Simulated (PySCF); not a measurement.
## Ionisation energy of V by level of theory

V [Ar] 3d3 4s2 (4F) → V⁺ [Ar] 3d4 (5D), as a difference of total energies. Computed with PySCF 2.14 in jorge-DZP-DKH (8s6p2d1f, 43 functions), with scalar relativity by spin-free X2C-1e. Correlated levels: valence: [Ar] frozen. The calculations carry no spin-orbit coupling.

```csv
method,ionisation energy (eV),error (eV)
UHF,6.240,-0.492
PBE0,6.497,-0.235
MP2 (valence),6.516,-0.216
SCS-MP2 (valence),6.916,+0.184
```

Reference: 6.732 eV (measured; NIST levels, between the centres of gravity of the two terms).

Errors of the correlated levels include the incompleteness of this basis and the frozen core.
